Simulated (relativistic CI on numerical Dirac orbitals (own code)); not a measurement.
## Bi23+: computed level list

Computed by Dirac-Coulomb-Breit CI, KLI orbitals optimised for each configuration, a model potential for QED, unscaled Slater integrals (own radial code, finite nucleus).

Configurations in the expansion (outside the closed core [Ar] 3d10 4s2): 4p⁶4d¹⁰4f¹³5s, 4p⁶4d¹⁰4f¹³5p, 4p⁶4d¹⁰4f¹⁴, 4p⁶4d¹⁰4f¹²5s², 4p⁶4d¹⁰4f¹³5d, 4p⁶4d¹⁰4f¹¹5s5p², 4p⁶4d¹⁰4f¹²5s5p, 4p⁶4d¹⁰4f¹¹5s²5p, 4p⁶4d¹⁰4f¹²5p², 4p⁶4d¹⁰4f¹³5f, 4p⁶4d⁹4f¹⁴5s, 4p⁶4d¹⁰4f¹¹5s5d², 4p⁶4d¹⁰4f¹³5g, 4p⁶4d¹⁰4f¹²5s5d, 4p⁶4d⁹4f¹⁴5p, 4p⁶4d¹⁰4f¹³6s, 4p⁶4d¹⁰4f¹¹5s²5f, 4p⁶4d¹⁰4f¹²5d², 4p⁶4d¹⁰4f¹²5p5f, 4p⁶4d¹⁰4f¹³6p, 4p⁵4d¹⁰4f¹⁴5s, 4p⁶4d¹⁰4f¹²5s5f, 4p⁶4d¹⁰4f¹²5s6s, 4p⁶4d⁹4f¹³5s², 4p⁶4d⁹4f¹⁴5d, 4p⁶4d¹⁰4f¹³6d, 4p⁶4d¹⁰4f¹³6f, 4p⁶4d¹⁰4f¹²5s5g, 4p⁶4d⁹4f¹³5s5p, 4p⁶4d¹⁰4f¹³7s, 4p⁶4d⁹4f¹⁴5f, 4p⁶4d¹⁰4f¹²5s6d, 4p⁶4d⁹4f¹²5s²5d, 4p⁶4d¹⁰4f¹³7p, 4p⁶4d⁸4f¹⁴5s², 4p⁵4d¹⁰4f¹⁴5p. Levels of other configurations are missing.

| No. | Configuration | Term | J | E (cm⁻¹) | % | Landé g | Lifetime (s) | jj configuration (%) |
| --- | --- | --- | --- | --- | --- | --- | --- | --- |
| 1 | 4p⁶4d¹⁰4f¹⁴ | ¹S | 0 | 0 | 100 |  |  | closed (100) |
| 2 | 4p⁶4d¹⁰4f¹³5s | ³F° | 4 | 427365 | 100 | 1.247 |  | 4f7/2^7 5s (100) |
| 3 | 4p⁶4d¹⁰4f¹³5s | ³F° | 3 | 433114 | 56 | 1.043 |  | 4f7/2^7 5s (98) |
| 4 | 4p⁶4d¹⁰4f¹³5s | ³F° | 2 | 472240 | 100 | 0.662 | 8.36e-04 | 4f5/2^5 4f7/2^8 5s (100) |
| 5 | 4p⁶4d¹⁰4f¹³5s | ¹F° | 3 | 477932 | 56 | 1.034 | 6.51e-04 | 4f5/2^5 4f7/2^8 5s (98) |
| 6 | 4p⁶4d¹⁰4f¹³5p | ³D | 3 | 835107 | 60 | 1.216 | 4.20e-11 | 4f7/2^7 5p1/2 (99) |
| 7 | 4p⁶4d¹⁰4f¹³5p | ³G | 4 | 839617 | 44 | 1.074 | 4.13e-11 | 4f7/2^7 5p1/2 (100) |
| 8 | 4p⁶4d¹⁰4f¹³5p | ³G | 3 | 881207 | 77 | 0.813 | 4.15e-11 | 4f5/2^5 4f7/2^8 5p1/2 (100) |
| 9 | 4p⁶4d¹⁰4f¹³5p | ³F | 2 | 889610 | 40 | 0.905 | 3.98e-11 | 4f5/2^5 4f7/2^8 5p1/2 (100) |
| 10 | 4p⁶4d¹⁰4f¹²5s² | ³H | 6 | 902518 | 97 | 1.159 |  | 4f7/2^6 (94) |
| 11 | 4p⁶4d¹⁰4f¹²5s² | ³F | 4 | 913615 | 60 | 1.139 | 6.34e-05 | 4f7/2^6 (99) |
| 12 | 4p⁶4d¹⁰4f¹²5s² | ³H | 5 | 944648 | 99 | 1.030 | 4.17e-04 | 4f5/2^5 4f7/2^7 (99) |
| 13 | 4p⁶4d¹⁰4f¹²5s² | ¹D | 2 | 944795 | 46 | 0.925 | 3.04e-06 | 4f7/2^6 (85) |
| 14 | 4p⁶4d¹⁰4f¹²5s² | ³H | 4 | 955888 | 36 | 1.009 | 2.88e-06 | 4f5/2^5 4f7/2^7 (96) |
| 15 | 4p⁶4d¹⁰4f¹²5s² | ³F | 3 | 959090 | 99 | 1.080 | 3.01e-06 | 4f5/2^5 4f7/2^7 (99) |
| 16 | 4p⁶4d¹⁰4f¹²5s² | ³P | 2 | 989646 | 54 | 1.131 | 6.43e-06 | 4f5/2^5 4f7/2^7 (70) |
| 17 | 4p⁶4d¹⁰4f¹²5s² | ³H | 4 | 995995 | 58 | 0.892 | 3.99e-06 | 4f5/2^4 4f7/2^8 (96) |
| 18 | 4p⁶4d¹⁰4f¹²5s² | ³P | 0 | 996033 | 80 |  |  | 4f7/2^6 (84) |
| 19 | 4p⁶4d¹⁰4f¹²5s² | ¹I | 6 | 1004063 | 97 | 1.001 | 1.08e-03 | 4f5/2^5 4f7/2^7 (94) |
| 20 | 4p⁶4d¹⁰4f¹²5s² | ³P | 1 | 1011804 | 99 | 1.498 | 7.35e-04 | 4f5/2^5 4f7/2^7 (99) |
| 21 | 4p⁶4d¹⁰4f¹²5s² | ¹D | 2 | 1031696 | 49 | 1.100 | 1.07e-05 | 4f5/2^4 4f7/2^8 (81) |
| 22 | 4p⁶4d¹⁰4f¹²5s² | ¹S | 0 | 1111674 | 80 |  | 9.60e-05 | 4f5/2^4 4f7/2^8 (84) |
| 23 | 4p⁶4d¹⁰4f¹³5p | ³G | 5 | 1123641 | 100 | 1.197 | 8.17e-12 | 4f7/2^7 5p3/2 (100) |
| 24 | 4p⁶4d¹⁰4f¹³5p | ³D | 2 | 1126128 | 51 | 1.079 | 8.42e-12 | 4f7/2^7 5p3/2 (96) |
| 25 | 4p⁶4d¹⁰4f¹³5p | ¹F | 3 | 1135821 | 44 | 1.130 | 7.97e-12 | 4f7/2^7 5p3/2 (99) |
| 26 | 4p⁶4d¹⁰4f¹³5p | ³F | 4 | 1144986 | 71 | 1.177 | 7.64e-12 | 4f7/2^7 5p3/2 (99) |
| 27 | 4p⁶4d¹⁰4f¹³5p | ³D | 1 | 1158711 | 100 | 0.494 | 8.58e-12 | 4f5/2^5 4f7/2^8 5p3/2 (100) |
| 28 | 4p⁶4d¹⁰4f¹³5p | ³G | 4 | 1173413 | 53 | 1.040 | 8.15e-12 | 4f5/2^5 4f7/2^8 5p3/2 (99) |
| 29 | 4p⁶4d¹⁰4f¹³5p | ³F | 2 | 1182195 | 59 | 0.837 | 7.80e-12 | 4f5/2^5 4f7/2^8 5p3/2 (96) |
| 30 | 4p⁶4d¹⁰4f¹³5p | ³F | 3 | 1188546 | 49 | 0.994 | 7.65e-12 | 4f5/2^5 4f7/2^8 5p3/2 (99) |
| 31 | 4p⁶4d¹⁰4f¹²5s5p | ⁵G° | 6 | 1263534 | 46 | 1.220 | 2.82e-09 | 4f7/2^6 5s 5p1/2 (94) |
| 32 | 4p⁶4d¹⁰4f¹²5s5p | ⁵D° | 4 | 1277036 | 21 | 1.198 | 6.12e-09 | 4f7/2^6 5s 5p1/2 (99) |
| 33 | 4p⁶4d¹⁰4f¹²5s5p | ³I° | 7 | 1296054 | 40 | 1.191 | 1.32e-10 | 4f7/2^6 5s 5p1/2 (92) |
| 34 | 4p⁶4d¹⁰4f¹²5s5p | ³I° | 6 | 1296398 | 28 | 1.116 | 1.66e-10 | 4f7/2^6 5s 5p1/2 (90) |
| 35 | 4p⁶4d¹⁰4f¹²5s5p | ⁵G° | 5 | 1297421 | 30 | 1.133 | 1.72e-10 | 4f7/2^6 5s 5p1/2 (72) |
| 36 | 4p⁶4d¹⁰4f¹²5s5p | ³G° | 5 | 1307370 | 29 | 1.158 | 1.67e-10 | 4f7/2^6 5s 5p1/2 (80) |
| 37 | 4p⁶4d¹⁰4f¹²5s5p | ³F° | 3 | 1308802 | 23 | 1.090 | 1.49e-10 | 4f7/2^6 5s 5p1/2 (89) |
| 38 | 4p⁶4d¹⁰4f¹²5s5p | ³H° | 4 | 1309164 | 28 | 1.063 | 1.51e-10 | 4f7/2^6 5s 5p1/2 (88) |
| 39 | 4p⁶4d¹⁰4f¹²5s5p | ³F° | 2 | 1309736 | 27 | 0.907 | 1.43e-08 | 4f7/2^6 5s 5p1/2 (83) |
| 40 | 4p⁶4d¹⁰4f¹²5s5p | ³G° | 5 | 1313576 | 37 | 1.071 | 2.43e-10 | 4f5/2^5 4f7/2^7 5s 5p1/2 (62) |
| 41 | 4p⁶4d¹⁰4f¹²5s5p | ³G° | 4 | 1319430 | 24 | 1.027 | 7.34e-10 | 4f5/2^5 4f7/2^7 5s 5p1/2 (89) |
| 42 | 4p⁶4d¹⁰4f¹²5s5p | ⁵G° | 3 | 1322836 | 36 | 1.046 | 8.45e-10 | 4f5/2^5 4f7/2^7 5s 5p1/2 (89) |
| 43 | 4p⁶4d¹⁰4f¹²5s5p | ³D° | 1 | 1336528 | 47 | 0.617 | 1.51e-10 | 4f7/2^6 5s 5p1/2 (78) |
| 44 | 4p⁶4d¹⁰4f¹²5s5p | ³G° | 5 | 1339287 | 24 | 1.060 | 1.50e-10 | 4f5/2^5 4f7/2^7 5s 5p1/2 (93) |
| 45 | 4p⁶4d¹⁰4f¹²5s5p | ⁵G° | 2 | 1341351 | 22 | 0.995 | 1.31e-10 | 4f7/2^6 5s 5p1/2 (77) |
| 46 | 4p⁶4d¹⁰4f¹²5s5p | ⁵I° | 6 | 1341718 | 30 | 1.078 | 1.28e-10 | 4f5/2^5 4f7/2^7 5s 5p1/2 (94) |
| 47 | 4p⁶4d¹⁰4f¹²5s5p | ³F° | 3 | 1343458 | 26 | 1.159 | 1.31e-10 | 4f7/2^6 5s 5p1/2 (82) |
| 48 | 4p⁶4d¹⁰4f¹²5s5p | ³G° | 4 | 1346207 | 22 | 0.993 | 1.39e-10 | 4f5/2^5 4f7/2^7 5s 5p1/2 (94) |
| 49 | 4p⁶4d¹⁰4f¹²5s5p | ⁵F° | 2 | 1348540 | 29 | 1.164 | 3.14e-10 | 4f5/2^5 4f7/2^7 5s 5p1/2 (79) |
| 50 | 4p⁶4d¹⁰4f¹²5s5p | ⁵I° | 4 | 1350423 | 32 | 0.964 | 1.70e-10 | 4f5/2^5 4f7/2^7 5s 5p1/2 (75) |
| 51 | 4p⁶4d¹⁰4f¹²5s5p | ³H° | 5 | 1354200 | 24 | 1.080 | 1.32e-10 | 4f5/2^5 4f7/2^7 5s 5p1/2 (96) |
| 52 | 4p⁶4d¹⁰4f¹²5s5p | ³G° | 3 | 1357014 | 27 | 0.941 | 1.37e-10 | 4f5/2^5 4f7/2^7 5s 5p1/2 (92) |
| 53 | 4p⁶4d¹⁰4f¹²5s5p | ⁵G° | 4 | 1357753 | 33 | 1.151 | 1.34e-10 | 4f5/2^5 4f7/2^7 5s 5p1/2 (93) |
| 54 | 4p⁶4d¹⁰4f¹²5s5p | ³G° | 3 | 1358585 | 32 | 1.055 | 1.23e-10 | 4f5/2^5 4f7/2^7 5s 5p1/2 (92) |
| 55 | 4p⁶4d¹⁰4f¹²5s5p | ⁵D° | 0 | 1362767 | 56 |  | 1.04e-08 | 4f7/2^6 5s 5p1/2 (81) |
| 56 | 4p⁶4d¹⁰4f¹²5s5p | ³H° | 4 | 1364769 | 40 | 0.883 | 3.96e-10 | 4f5/2^4 4f7/2^8 5s 5p1/2 (73) |
| 57 | 4p⁶4d¹⁰4f¹²5s5p | ³F° | 2 | 1366581 | 35 | 1.021 | 2.05e-10 | 4f5/2^5 4f7/2^7 5s 5p1/2 (87) |
| 58 | 4p⁶4d¹⁰4f¹²5s5p | ³K° | 6 | 1369772 | 45 | 0.986 | 7.61e-09 | 4f5/2^5 4f7/2^7 5s 5p1/2 (95) |
| 59 | 4p⁶4d¹⁰4f¹²5s5p | ⁵D° | 1 | 1372848 | 50 | 1.675 | 6.56e-10 | 4f5/2^5 4f7/2^7 5s 5p1/2 (91) |
| 60 | 4p⁶4d¹⁰4f¹²5s5p | ⁵G° | 2 | 1387134 | 22 | 1.061 | 1.62e-10 | 4f5/2^5 4f7/2^7 5s 5p1/2 (50) |
| 61 | 4p⁶4d¹⁰4f¹²5s5p | ³D° | 3 | 1388505 | 22 | 1.206 | 1.30e-10 | 4f5/2^5 4f7/2^7 5s 5p1/2 (76) |
| 62 | 4p⁶4d¹⁰4f¹²5s5p | ³P° | 1 | 1390653 | 34 | 1.398 | 1.59e-10 | 4f7/2^6 5s 5p1/2 (46) |
| 63 | 4p⁶4d¹⁰4f¹²5s5p | ³I° | 5 | 1394011 | 34 | 0.967 | 1.27e-10 | 4f5/2^4 4f7/2^8 5s 5p1/2 (94) |
| 64 | 4p⁶4d¹⁰4f¹²5s5p | ³P° | 1 | 1395399 | 24 | 1.382 | 1.34e-10 | 4f5/2^5 4f7/2^7 5s 5p1/2 (41) |
| 65 | 4p⁶4d¹⁰4f¹²5s5p | ³H° | 6 | 1396178 | 46 | 1.030 | 1.71e-10 | 4f5/2^5 4f7/2^7 5s 5p1/2 (91) |
| 66 | 4p⁶4d¹⁰4f¹²5s5p | ³H° | 4 | 1397501 | 21 | 0.990 | 1.48e-10 | 4f5/2^4 4f7/2^8 5s 5p1/2 (93) |
| 67 | 4p⁶4d¹⁰4f¹²5s5p | ³G° | 3 | 1399780 | 38 | 0.801 | 1.23e-10 | 4f5/2^4 4f7/2^8 5s 5p1/2 (91) |
| 68 | 4p⁶4d¹⁰4f¹²5s5p | ³K° | 7 | 1401462 | 50 | 1.049 | 1.22e-10 | 4f5/2^5 4f7/2^7 5s 5p1/2 (92) |
| 69 | 4p⁶4d¹⁰4f¹²5s5p | ³D° | 2 | 1403465 | 36 | 1.156 | 3.67e-10 | 4f5/2^4 4f7/2^8 5s 5p1/2 (62) |
| 70 | 4p⁶4d¹⁰4f¹²5s5p | ³I° | 5 | 1405796 | 37 | 0.952 | 1.10e-10 | 4f5/2^5 4f7/2^7 5s 5p1/2 (93) |

Energies count from the lowest computed level; ° marks odd parity; lifetimes are radiative, by E1, M1, E2, M2 decay to levels of this space only; some are left blank where a channel outside the calculation adds to the decay or the decay crosses a small, uncertain gap. Filled j subshells are mostly left out of the jj labels.

The mean weight of the leading LS term, summed over parents, in these 70 levels is 49 %, and that of the leading jj configuration (from the same eigenvectors) 88 %, so jj coupling describes them better and the LS labels are nominal.

At this charge transitions that keep the count of f electrons are usually good to a few per cent. Terms inside the open d or f shell come out 10 to 20 % too wide with unscaled integrals. Levels that differ in their count of f electrons can be misplaced by several ten thousand cm⁻¹, since the correlation energy of f electrons is missing or only estimated; rates across such gaps can be off by orders of magnitude. The computed lowest level isn't the tabulated ground level, which NIST ASD gives as 4f13 5s °; for such ions that label comes from theory and may be the wrong one.

LS names give the leading component of a level, which can be under half, so a name can repeat, a term be missing and a line seem to break the LS rules.
